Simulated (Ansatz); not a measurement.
Input (CCSDT(Q)/def2-SVP; Ansatz, a quantum-chemistry and plane-wave program):

Ansatz 0.2 input:
```yaml
crystal:
  periodic: [false, false, false]
  atoms:
    - {symbol: La, position_ang: [0.33194215, -0.00544497, 0.39475573]}
    - {symbol: Cl, position_ang: [1.10912084, 0.37139276, -2.05737927]}
    - {symbol: Cl, position_ang: [-2.22210335, -0.35313609, 0.73378653]}
basis:
  gaussian:
    orbitals: def2-SVP
magnetization: {spin_polarized: true, initial_magnetization: 1}
correlation: {method: ccsdt_q, electrons: outside_noble_gas}
```

Output:

```
Functional definition: HF
integrals: 0.10 GiB planned
1146 factors; integrals over basis functions are off by at most 1.5e-7 eV
mean field: 0.35 GiB planned
mean field evaluation 1: about -25849.4527 eV, gradient 1.5e1 eV
mean field evaluation 2: about -25849.5175 eV, gradient 1.5e1 eV
mean field evaluation 4: about -25851.5547 eV, gradient 1.3e0 eV
mean field evaluation 8: about -25851.6505 eV, gradient 2.5e-1 eV
mean field evaluation 16: about -25851.6772 eV, gradient 1.8e-6 eV
mean field evaluation 32: about -25851.5495 eV, gradient 6.2e-1 eV
mean field evaluation 64: about -25851.6228 eV, gradient 4.0e-1 eV
mean field evaluation 96: about -25851.4230 eV, gradient 3.1e0 eV
mean field evaluation 128: about -25851.2793 eV, gradient 5.7e-3 eV
mean field evaluation 160: about -25851.1780 eV, gradient 1.7e-1 eV
mean field evaluation 192: about -25850.4595 eV, gradient 1.6e-2 eV
mean field evaluation 224: about -25850.2468 eV, gradient 4.1e0 eV
mean field evaluation 256: about -25851.1725 eV, gradient 2.9e-1 eV
mean field evaluation 288: about -25849.8498 eV, gradient 3.6e-2 eV
mean field evaluation 320: about -25851.5963 eV, gradient 6.1e-1 eV
mean field evaluation 352: about -25851.6701 eV, gradient 8.7e-1 eV
mean field evaluation 384: about -25848.6746 eV, gradient 9.6e-1 eV
mean field -25851.67717104 eV, -950.0316131395 hartree, gradient 2.2e-6 eV, S^2 0.752886; 17 other end points of the search recorded, 0 dependent functions left out
determinant -25851.67717104 eV, -950.0316131395 hartree, with singles and doubles -25860.38776806 eV, -950.3517216757 hartree
determinant -25851.27930447 eV, -950.0169918130 hartree, with singles and doubles -25859.91586476 eV, -950.3343795495 hartree
determinant -25851.16720047 eV, -950.0128720668 hartree, with singles and doubles -25859.81502302 eV, -950.3306736839 hartree
determinant -25850.45954162 eV, -949.9868660838 hartree, with singles and doubles -25859.11055331 eV, -950.3047848995 hartree
determinant -25849.84986880 eV, -949.9644610209 hartree, with singles and doubles -25858.56072768 eV, -950.2845791804 hartree
determinant -25848.68544456 eV, -949.9216692194 hartree, with singles and doubles -25857.50893488 eV, -950.2459265079 hartree
determinant -25851.67717104 eV, -950.0316131395 hartree, with singles and doubles -25860.38831041 eV, -950.3517416067 hartree
determinant -25851.27930447 eV, -950.0169918130 hartree, with singles and doubles -25859.91592679 eV, -950.3343818290 hartree
14 core orbitals not correlated
reference -25851.67717104 eV, -950.0316131395 hartree; 9, 8 occupied and 45, 46 virtual orbitals, 1146 factors
second order -8.06723808 eV of doubles, -0.00000000 eV of singles
coupled cluster: 2.62 GiB planned
cycle   1  -8.51954104 eV  change   -4.5e-1 eV  update   8.4e-2
cycle   2  -8.74982532 eV  change   -2.3e-1 eV  update   4.5e-2
cycle   3  -8.94296526 eV  change   -1.9e-1 eV  update   2.4e-2
cycle   4  -8.93236649 eV  change    1.1e-2 eV  update   9.0e-3
cycle   5  -8.92280277 eV  change    9.6e-3 eV  update   5.8e-3
cycle   6  -8.92504596 eV  change   -2.2e-3 eV  update   3.3e-3
cycle   7  -8.92582470 eV  change   -7.8e-4 eV  update   2.1e-3
cycle   8  -8.92647080 eV  change   -6.5e-4 eV  update   1.6e-3
cycle   9  -8.92744727 eV  change   -9.8e-4 eV  update   1.1e-3
cycle  10  -8.92723945 eV  change    2.1e-4 eV  update   6.9e-4
cycle  11  -8.92684572 eV  change    3.9e-4 eV  update   4.4e-4
cycle  12  -8.92694887 eV  change   -1.0e-4 eV  update   2.0e-4
cycle  13  -8.92698239 eV  change   -3.4e-5 eV  update   8.6e-5
cycle  14  -8.92701958 eV  change   -3.7e-5 eV  update   4.1e-5
cycle  15  -8.92706840 eV  change   -4.9e-5 eV  update   2.4e-5
cycle  16  -8.92708548 eV  change   -1.7e-5 eV  update   7.5e-6
cycle  17  -8.92708217 eV  change    3.3e-6 eV  update   3.1e-6
cycle  18  -8.92708130 eV  change    8.8e-7 eV  update   1.7e-6
cycle  19  -8.92708019 eV  change    1.1e-6 eV  update   8.8e-7
perturbative correction -0.01725516 eV, -0.0006341156 hartree
Total energy: -25860.62150639 eV, -950.3603114011 hartree
```
